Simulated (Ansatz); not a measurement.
Spin gap between two states, R1 and P1; the higher of the two is an excited state, each structure at its B3LYP-D3(BJ)/def2-TZVP stationary point, reached from a drawn start (curvature not checked).
R1, C4H6 (SMILES [CH2]C([CH2])=C) (charge 0, multiplicity 3):
```tsv
atom	x (Å)	y (Å)	z (Å)
C	0.0000	0.0000	0.0000
C	1.4092	0.0000	0.0000
H	1.9661	0.9264	0.0000
H	1.9661	-0.9264	0.0000
C	-0.7046	1.2204	0.0000
H	-1.7853	1.2396	0.0000
H	-0.1808	2.1659	0.0000
C	-0.7046	-1.2204	0.0000
H	-0.1808	-2.1659	0.0000
H	-1.7853	-1.2396	0.0000
```
P1, C4H6 (SMILES [CH2]C([CH2])=C) (charge 0, multiplicity 1):
```csv
atom,x (Å),y (Å),z (Å)
C,-0.1197,0.0000,0.2202
C,1.3121,0.0000,-0.0228
H,2.0859,0.0000,0.7373
H,1.6187,0.0000,-1.0575
C,-0.6817,1.2482,0.0795
H,-1.6534,1.4018,-0.3795
H,-0.1133,2.1230,0.3614
C,-0.6817,-1.2482,0.0795
H,-0.1133,-2.1230,0.3614
H,-1.6534,-1.4018,-0.3795
```

P less R. No zero-point or thermal terms; singlets are restricted closed shells; open shells are unrestricted.

Correlated levels freeze the cores.

Codes used: Ansatz (a program for electronic structure). Each number belongs to the level named beside it.

Total energies in hartree:

```csv
structure,PBE/def2-TZVPP,PBE0/def2-TZVPP,CCSD(T)/cc-pVTZ
R1,-155.762077,-155.788748,-155.623400
P1,-155.725273,-155.731661,-155.586702
```

**Question.** Work out the spin gap at each level in kcal/mol (1 hartree = 627.50947 kcal/mol), and say how far PBE/def2-TZVPP lies from CCSD(T)/cc-pVTZ.

**Answer.** 
- PBE/def2-TZVPP: (-155.725273) − (-155.762077) = 0.036804 hartree = 23.09 kcal/mol
- PBE0/def2-TZVPP: (-155.731661) − (-155.788748) = 0.057087 hartree = 35.82 kcal/mol
- CCSD(T)/cc-pVTZ: (-155.586702) − (-155.623400) = 0.036698 hartree = 23.03 kcal/mol
PBE/def2-TZVPP less CCSD(T)/cc-pVTZ: 0.06 kcal/mol. CCSD(T)/cc-pVTZ is the level counted from, the highest shown, and no exact or measured value.

Doubts at one or more of the structures used: a spin-contaminated determinant (CCSD(T)/cc-pVTZ).
